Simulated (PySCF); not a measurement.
In (indium, neutral) across methods

[Kr] 4d10 5s2 6s1, 2S determinant (an excited configuration). All numbers are calculated (PySCF 2.14, scalar relativity by spin-free X2C-1e, in aug-cc-pVQZ-DK3).

```tsv
method	E (hartree)	mean ε 5s α (eV)	mean ε 5s β (eV)	mean ε 6s α (eV)	Σ⟨r²⟩ (bohr²)	⟨S²⟩
revPBE	-5880.47	-10.897	-10.855	-1.779	105.6	0.750
CAM-B3LYP	-5880.94	-13.250	-13.185	-2.327	104.6	0.750
UHF	-5877.93370	-13.603	-13.430	-2.532	109.5	0.750
r2SCAN	-5880.62	-11.080	-11.174	-1.739	103.8	0.750
LDA	-5874.77	-11.344	-11.289	-1.729	102.7	0.750
PBE0	-5880.29	-11.869	-11.789	-2.037	105.7	0.750
PBE	-5880.22	-11.009	-10.949	-1.766	104.7	0.750
```

Q: Estimate the same row for PBEsol.

A: E (hartree) = -5877.43; mean ε 5s α (eV) = -11.060; mean ε 5s β (eV) = -11.012; mean ε 6s α (eV) = -1.745; Σ⟨r²⟩ (bohr²) = 104.3; ⟨S²⟩ = 0.750.

The outer electron is Rydberg-like, and this basis confines it to a smaller radius and binds it less than a complete one would.
